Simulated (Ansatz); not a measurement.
Basis-set series for `O[Si](O)(F)[SeH]`. The species carries charge 0 and has multiplicity 1. The structure was optimised at the PBE0-D4/def2-TZVP level. It is one conformer, not always the lowest.

```
functional       basis  functions  energy (Eh)  HOMO (eV)  LUMO (eV)
   PBE0-D4  def2-TZVPP        225  -2942.82607      -7.38      -0.01
   PBE0-D4  def2-QZVPP        420  -2942.90168      -7.41      -0.21
   ωB97M-V  def2-TZVPP        225  -2943.26468      -9.56       1.73
   ωB97M-V  def2-QZVPP        420  -2943.33716      -9.59       1.21
```

Q: Give the rows for def2-SVP. (Best estimate.)

A: Computed: 
| functional | basis | functions | energy (Eh) | HOMO (eV) | LUMO (eV) |
| --- | --- | --- | --- | --- | --- |
| PBE0-D4 | def2-SVP | 107 | -2942.09341 | -7.22 | 0.27 |
| ωB97M-V | def2-SVP | 107 | -2942.52763 | -9.38 | 2.29 |

Positive LUMOs are unbound and depend on the basis. Scalar relativity is left out up to krypton.
